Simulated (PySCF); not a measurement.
One molecule, a ladder of functionals, a line

Molecule: `InChI=1S/C3H9FSi/c1-3(2,4)5/h1-2,5H3`.

Atoms are numbered as in `[CH3:1][C:2]([CH3:3])([F:4])[SiH3:5]`; H(Xn) means a hydrogen on atom n.

GIAO shieldings (ppm, equivalent atoms averaged) in PySCF 2.14 on the PBE0-D3(BJ)/def2-SVP geometry, basis pcSseg-1, gas phase, non-relativistic:

| functional | exact exchange (%) | σ(C2) | σ(F4) | σ(Si5) |
| --- | --- | --- | --- | --- |
| BLYP | 0 | 80.9 | 346.5 | 384.0 |
| BP86 | 0 | 86.4 | 347.0 | 392.9 |
| PBE | 0 | 87.1 | 345.2 | 394.3 |
| PBE0 | 25 | 96.1 | 366.9 | 407.2 |
| mPW1PW91 | 25 | 95.3 | 368.3 | 405.2 |
| BHandHLYP | 50 | 98.4 | 385.8 | 411.3 |
| HF | 100 | 114.0 | 416.6 | 441.7 |

(1) Fit each shielding as a line in the percentage of exact exchange.

(2) What does the line predict for B3LYP (20 %), and what does the run give?

## Answers

(1) σ(C2) = 85.9 + 0.29 x (rms 2.5 ppm); σ(F4) = 347.7 + 0.71 x (rms 2.1 ppm); σ(Si5) = 391.0 + 0.50 x (rms 3.8 ppm). The functionals also differ in their semilocal parts, which the line can't hold; Hartree–Fock has no correlation at all.

(2) σ(C2): 91.7 predicted, 88.5 computed; σ(F4): 361.9 predicted, 364.0 computed; σ(Si5): 401.0 predicted, 394.7 computed ppm.
